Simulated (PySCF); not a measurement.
An excited-state job on `O=S(=O)([O-])C1=CC=C[Se]1`.

Method: TDDFT B3LYP/def2-SVPD, vertical, gas phase, core orbitals frozen in the response (PySCF 2.14.0, density-fitted response routines). Geometry: GFN2-xTB. The input is one job of a driver script: a line of settings, then coordinates in Å.

Input:
```
{"job": {"kind": "uv", "xc": "B3LYP", "basis": "def2-SVPD", "nstates": 8, "ntriplets": 3}, "charge": -1, "multiplicity": 1}
O     -2.305562     1.697900     0.148953
S     -2.211369     0.240587     0.155310
O     -2.440511    -0.358687     1.467447
O     -2.879814    -0.424402    -0.950791
C     -0.440004     0.009978    -0.023044
C      0.456169    -0.563613    -0.856923
C      1.811076    -0.398544    -0.456690
C      1.974132     0.307574     0.694471
Se     0.324636     0.852848     1.407521
H      0.158200    -1.097729    -1.743734
H      2.635138    -0.803864    -1.025430
H      2.919107     0.537266     1.156883
```

Output:
```
coarse grid: 57328 points
cycle   1  E = -3178.6501427097  dE =  1.508e+00  |g| = 1.356e+00  |ddm| = 7.120e+00
cycle   2  E = -3176.1615961379  dE =  2.489e+00  |g| = 3.084e+00  |ddm| = 5.649e+01
cycle   3  E = -3178.9040833617  dE = -2.742e+00  |g| = 5.610e-01  |ddm| = 5.638e+01
cycle   4  E = -3178.9924225471  dE = -8.834e-02  |g| = 2.293e-01  |ddm| = 1.306e+00
cycle   5  E = -3178.9993463365  dE = -6.924e-03  |g| = 1.551e-01  |ddm| = 7.440e-01
cycle   6  E = -3179.0059120334  dE = -6.566e-03  |g| = 4.048e-02  |ddm| = 3.300e-01
cycle   7  E = -3179.0062502145  dE = -3.382e-04  |g| = 1.587e-02  |ddm| = 1.155e-01
cycle   8  E = -3179.0063163876  dE = -6.617e-05  |g| = 4.910e-03  |ddm| = 3.465e-02
cycle   9  E = -3179.0063203946  dE = -4.007e-06  |g| = 1.258e-03  |ddm| = 9.184e-03
final grid: 119392 points
cycle  10  E = -3179.0062407442  dE =  9.087e-07  |g| = 2.292e-03  |ddm| = 1.138e-02
cycle  11  E = -3179.0062369232  dE =  3.821e-06  |g| = 4.430e-03  |ddm| = 1.279e-02
cycle  12  E = -3179.0062421085  dE = -5.185e-06  |g| = 2.129e-04  |ddm| = 8.312e-03
cycle  13  E = -3179.0062421195  dE = -1.100e-08  |g| = 5.980e-05  |ddm| = 4.996e-04
cycle  14  E = -3179.0062421203  dE = -8.467e-10  |g| = 1.259e-05  |ddm| = 1.225e-04
converged SCF energy = -3179.0062421203

Static polarisability (au): isotropic 106.479, principal 76.798 112.265 130.374

Singlet excitations
state   eV       nm        f      main configurations
  1   4.2707    290.3   0.00515   H->L 0.98
  2   4.6755    265.2   0.00006   H->L+1 0.62, H-1->L+1 0.33
  3   4.7026    263.7   0.06065   H-1->L 0.94
  4   4.8130    257.6   0.00121   H-1->L+1 0.64, H->L+1 0.32
  5   5.1512    240.7   0.01156   H-2->L+1 0.92
  6   5.2548    235.9   0.09238   H-2->L 0.88
  7   5.3171    233.2   0.00032   H-3->L 0.85, H-4->L 0.13
  8   5.4305    228.3   0.00206   H-4->L 0.45, H->L+2 0.23, H-1->L+2 0.15

Triplet excitations (Tamm-Dancoff, eV): 3.4229 3.9838 4.3027
```

The SCF starts on a coarse grid where the log names one; the energy can jump when the final grid takes over, and dE then counts from the start density on the new grid. H and L stand for HOMO and LUMO; the number after each pair is its weight.

Which computed singlet has the largest oscillator strength, and what do all of them sum to?

State 6 at 5.25 eV (236 nm), f = 0.092; the 8 states sum to 0.173.

Summary of the converged run: HOMO -2.58 eV, LUMO 2.49 eV; lowest singlet 4.27 eV; lowest triplet 3.42 eV (Tamm–Dancoff); mean polarisability 106.5 au.

 Relativistic effects, spin–orbit coupling among them, are left out although an element past zinc is present.

How long does this job take on one thread, x86-64 server, no GPU, on a shared host?

About 58 s.
Labels such as C1 count atoms from 1, the log's own numbers from 0.
